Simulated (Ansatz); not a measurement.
## Redistribution: Ge(CH3)2F2 + GeH(GeH3)F2 → Ge(CH3)F3 + GeH(CH3)(GeH3)F

Species: Ge(CH3)2F2, singlet; GeH(GeH3)F2, singlet; Ge(CH3)F3, singlet; GeH(CH3)(GeH3)F, singlet. The partners trade CH3 for F; both sit on Ge, so the bond types are kept.

Shapes, held fixed at every level: PBE0-D4/def2-TZVP. Programs: Ansatz 0.2.0. Electronic energies: no zero-point or thermal term.

| level | kind | ΔE (kJ/mol) | less CCSD(T)/def2-TZVPP |
| --- | --- | --- | --- |
| HF/def2-TZVPP | Hartree–Fock | +3.2 | +1.9 |
| B3LYP-D4/def2-TZVPP | global hybrid | +7.6 | +6.3 |
| PBE0-D4/def2-TZVPP | global hybrid | +4.6 | +3.3 |
| B2PLYP/def2-TZVPP | double hybrid | +5.4 | +4.1 |
| MP2/def2-TZVPP | perturbation theory | +0.6 | -0.7 |
| CCSD/def2-TZVPP | coupled cluster or CI | +1.5 | +0.2 |
| CCSD(T)/def2-TZVPP | coupled cluster or CI | +1.3 | 0.0 |

The highest level, CCSD(T)/def2-TZVPP, gives ΔE = +1.3 kJ/mol; the levels span +0.6 to +7.6. That is about zero within the method's error. The column of differences is taken from that level and isn't an error. No measured value is set beside it here. Relativity is left out for Ge. Outer-core shells of Ge are correlated in most correlated rows, in sets that cover them unevenly.
